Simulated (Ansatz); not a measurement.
Cartesian coordinates in Å:
```
C -0.4413 -1.8842 0.0852
C -0.1661 -0.7069 0.0321
In 0.3121 1.3330 -0.0603
H -0.6840 -2.9217 0.1322
H 1.4041 1.8213 -1.2865
H -0.4248 2.3585 1.0972
```

Total charge 0; spin multiplicity 1. In takes the def2 core potential.

(1) List the PBE/def2-TZVPP orbital energies in eV (Ansatz 0.2.0). (Best estimate.)

## Answers

(1) Ansatz gave: Occupied: -268.83, -268.70, -122.16, -79.96, -79.60, -79.59, -19.21, -19.00, -18.96, -18.93, -18.86, -17.97, -13.13, -11.09, -8.00, -7.54, -6.93, -6.59. Lowest empty: -2.75, -0.61, -0.22, 0.33, 0.33, 1.17, 1.42, 1.77.
